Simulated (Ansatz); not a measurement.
CH6AlNO at its PBE0-D4/def2-TZVP geometry, where that method's forces vanish. Total charge 0; spin multiplicity 1. The bonds changed during the relaxation, so this is another structure than the one it started from.

```csv
atom,x (Å),y (Å),z (Å)
N1,-0.1882,1.1862,1.2234
C2,0.5768,0.8100,0.2603
O3,0.7851,-2.0010,-1.0962
Al4,-0.2669,-0.6364,-0.9821
H5,0.0233,1.9260,1.8837
H6,-1.0844,0.7018,1.3103
H7,1.5186,1.3647,0.2234
H8,0.7013,-2.7351,-0.4917
H9,-0.5013,0.1777,-2.3417
H10,-1.5642,-0.7938,0.0107
```

**Question.** For each bond, give half the difference of the two atoms' forces along it (eV/Å; positive pushes the atoms apart) under PBE-D4, r2SCAN-D4, B3LYP-D4, ωB97M-V in def2-TZVPP. (Best estimate.)

**Answer.** The calculation gave: 
| bond | length (Å) | PBE-D4 | r2SCAN-D4 | B3LYP-D4 | ωB97M-V |
| --- | --- | --- | --- | --- | --- |
| N1–C2 | 1.286 | 0.45 | 0.31 | 0.22 | 0.18 |
| N1–H5 | 1.014 | 0.09 | -0.06 | -0.05 | -0.10 |
| N1–H6 | 1.022 | 0.18 | -0.02 | -0.05 | -0.10 |
| C2–Al4 | 2.085 | -0.31 | -0.15 | 0.02 | 0.12 |
| C2–H7 | 1.094 | 0.09 | -0.03 | -0.14 | -0.15 |
| O3–Al4 | 1.727 | 0.21 | 0.03 | 0.10 | 0.10 |
| O3–H8 | 0.955 | 0.37 | 0.03 | 0.01 | -0.05 |
| Al4–H9 | 1.602 | 0.03 | 0.01 | -0.12 | -0.17 |
| Al4–H10 | 1.641 | -0.01 | -0.03 | -0.07 | -0.08 |

B3LYP here is the variant with VWN-RPA as its local correlation; programs differ in this.

Program: Ansatz 0.2.0.
